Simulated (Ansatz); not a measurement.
**How the barrier moves along a series**

1,1-elimination, with the halogen changed down its group and all else kept; in the first member these bonds form or tighten: F–H; these break or loosen: Al–F, Al–H.

Gas-phase electronic energies, without zero-point energy, by CCSD(T) at an estimated basis limit (MP2 extrapolated from triple and quadruple zeta, plus CCSD(T) − MP2 in triple zeta); Ansatz 0.2.0, def2-TZVPP and QZVPP, frozen cores, on PBE0-D4/def2-TZVP structures. Extrapolation: Hartree–Fock as exp(−7.88 √X), correlation as X^−2.97. All energies, in kcal/mol, count from the reactant; the end structure is reached by relaxing down from the saddle. Brackets give SMILES, or, where every atom is bracketed, only which atoms are joined. Steps whose reference was doubtful or whose search ended elsewhere are left out.

| reactants | products | saddle | end structure | saddle by PBE-D4/TZ |
| --- | --- | --- | --- | --- |
| AlH₂F ([F][AlH2]) | AlH + HF | 83.36 | 69.53 | 70.62 |
| AlH₂Cl ([AlH2][Cl]) | AlH + HCl | 74.94 | 64.47 | 62.44 |
| AlH₂Br ([AlH2][Br]) | AlH + HBr | ? | 65.19 | 58.21 |

What is the height of the saddle for AlH₂Br ([AlH2][Br])? (To be estimated.)

By the calculation: 70.61 kcal/mol relative to the reactant, the lowest of the series.

How do the PBE-D4 saddles lie against the coupled-cluster estimate?

All lower, by 12.40 to 12.74 kcal/mol.

T1 diagnostic: at most 0.017. The restricted Hartree–Fock reference is unstable towards an unrestricted one at one or more of these structures. The filled d shells of Br are correlated in sets not built for that, so values that involve them are less sure.

For scale, one of the runs: CCSD(T)/def2-TZVPP, 118 basis functions, launched by `ansatz run in.yaml --threads 2 --pin off --events-out ev --progress --plain --max-ram 4352MiB`. Hardware: 2 CPU threads of an Intel Xeon Platinum 8559C, shared host. Wall time about 4.1 s.
